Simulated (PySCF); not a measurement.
From computed data to an observable: chemical shift, span and skew from a shielding tensor

CH7F2NSi2, SMILES CN([SiH2]F)[SiH2]F. Atoms are numbered in the order given.

```xyz
13

Si     1.5519     0.0479    -0.3976
F      2.4012     1.1015     0.5098
N     -0.0071    -0.2644     0.2841
C     -0.1059    -1.1567     1.4545
Si    -1.4788     0.4625    -0.2716
F     -2.4296    -0.6640    -0.9639
H      1.3712     0.6534    -1.7392
H      2.3443    -1.2093    -0.4035
H     -0.1374    -0.5933     2.4030
H     -1.0093    -1.7852     1.3946
H      0.7580    -1.8397     1.4955
H     -2.2636     0.9901     0.8755
H     -1.1467     1.4922    -1.2855
```

Geometry optimised at r2SCAN-D4/def2-SVP. The structure was generated by enumeration, and PubChem lists no compound with its InChIKey, so it may never have been made. Other conformers were not sampled.

GIAO shieldings from PBE0/pcSseg-1 (PySCF), non-relativistic, no solvent. The symmetric part of the tensor of Si1 has the principal values 344.8, 363.0, 379.7 ppm. The same nucleus in TMS has σ = 352.7 ppm at this level (PySCF, at its B3LYP-D3(BJ)/def2-TZVP geometry).

Question: Work out the isotropic shielding, the ²⁹Si shift against TMS, the span and the skew.

Answer: 
σ(iso) = (σ11 + σ22 + σ33)/3 = 362.5 ppm. δ = σ(ref) − σ(iso) = 352.7 − (362.5) = -9.8 ppm.
Span Ω = σ33 − σ11 = 34.9 ppm. Skew κ = 3(σ(iso) − σ22)/Ω = -0.04. Tumbling in solution averages the tensor to δ; in a static solid the shielding alone would spread this spin-1/2 line over Ω.
